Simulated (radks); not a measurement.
Results of a calculation; reference values are marked as such.
Ionisation of the arsenic ion As+, [Ar] 3d10 4s2 4p2, to As2+, [Ar] 3d10 4s2 4p1, under several functionals. Dirac Kohn-Sham, spin-unpolarised, spherical densities, point nucleus; open shells fill j = l - 1/2 first; a radial shooting solver on a logarithmic mesh with Libxc functionals.

functional                               E(As+) (hartree)  Exc (hartree)  IE (eV)  -e(HOMO) (eV)  <r> HOMO (bohr)  IE error (eV)
BLYP                                          -2261.02720      -83.86354   18.040         13.381            2.298         -0.549
HCTH/407                                      -2262.10577      -85.07362   18.244         13.622            2.291         -0.346
B86b exchange with PBE correlation            -2261.01732      -83.86019   18.130         13.502            2.290         -0.459
PBE                                           -2260.60799      -83.44324   18.100         13.477            2.292         -0.489
exchange-only PBE                             -2259.07185      -81.87432   17.218         12.605            2.330         -1.371
LDA (Slater exchange, VWN5 correlation)       -2257.56231      -80.34482   18.347         13.684            2.281         -0.242
AM05                                          -2257.72160      -80.50980   18.086         13.456            2.284         -0.504
XLYP                                          -2261.34794      -84.18938   18.065         13.406            2.302         -0.525
OLYP                                          -2261.57317      -84.48903   17.903         13.305            2.300         -0.687

NIST Atomic Spectra Database: 18.589 eV (measured). Closest: LDA (Slater exchange, VWN5 correlation). The Delta-SCF values span 1.13 eV, the total energies 4.54 hartree. The highest occupied level is 4p1/2. Spin polarisation and multiplet splitting are left out, so open shells lie too high by an amount that depends on their filling.

Beside tabulated values, note that spin-unpolarised runs miss the spin-polarisation part of the exchange energy of open shells.
